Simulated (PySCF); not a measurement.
Isomers C4H7N3O:

A. `COc1cn(C)nn1`
B. SMILES COc1nn[nH]c1C
C. SMILES N1=C(OC)C=NN1C

Spectrum 1. 13C{1H} NMR (computed): δ 163.9 (C), 119.0 (C), 58.1 (CH3), 8.3 (CH3).

Spectrum 2. 13C{1H} NMR (computed): δ 169.2 (C), 123.3 (CH), 57.8 (CH3), 41.7 (CH3).

Spectrum 3. 13C{1H} NMR (computed): δ 169.8 (C), 111.4 (CH), 57.7 (CH3), 37.2 (CH3).

One computed conformer, averaged over atoms made equivalent by symmetry, fast rotation or ring inversion, isolated molecule, non-relativistic. GIAO PBE0/pcSseg-1 shieldings; J couplings at B3LYP/pcJ-1 (spin–dipole term left out of most H,H and C,H couplings); structure optimised with GFN2-xTB; PySCF 2.14.

Chemical shifts δ = σref − σ; TMS for 13C (σref 186.93), all at this level. Shifts are as computed. Against solution values, carbons near 30 ppm lie about +3 ppm off and those near 130 ppm about +5 ppm. Of 1211 compounds with measured shifts, 218 miss one by over three times the rms of a fit or turn the order of signals round; such compounds aren't used in these exercises.

Question: Which spectrum belongs to which compound?

Answer: 1–B, 2–C, 3–A.

- Spectrum 1 (B): 4 13C signals; δC 163.9 is an aromatic carbon bearing oxygen; δC 58.1 is a methyl carbon bonded to O.
- Spectrum 2 (C): 4 13C signals; δC 169.2 is an aromatic carbon bearing oxygen; δC 57.8 is a methyl carbon bonded to O.
- Spectrum 3 (A): 4 13C signals; δC 169.8 is an aromatic carbon bearing oxygen; δC 111.4 is an aromatic CH next to a ring nitrogen.
